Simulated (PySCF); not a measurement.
Lithium: a sound run and one with changed settings

Sound run: Li⁺ 1s2, Li²⁺ 1s1. Computed with PySCF 2.14 in pcseg-2, with the non-relativistic Hamiltonian (point nucleus). The sound run starts from symmetry-adapted Hartree-Fock orbitals and uses a fine grid where one is needed.

Changed run: initial guess 1e, at most 3 SCF cycles. This setting is unsound on purpose.

| species | method | sound run (hartree) | changed run (hartree) | converged |
| --- | --- | --- | --- | --- |
| Li⁺ | UHF | -7.23461 | -7.23461 | no |
| Li⁺ | BP86 | -7.27596 | -7.27596 | no |
| Li⁺ | M06-L | -7.29891 | -7.29891 | no |
| Li²⁺ | UHF | -4.48157 | -4.48157 | yes |
| Li²⁺ | BP86 | -4.47409 | -4.47409 | yes |
| Li²⁺ | M06-L | -4.49292 | -4.49292 | no |

The SCF was stopped early; the energies are upper bounds that still move, and correlated levels were skipped or rest on poor orbitals.
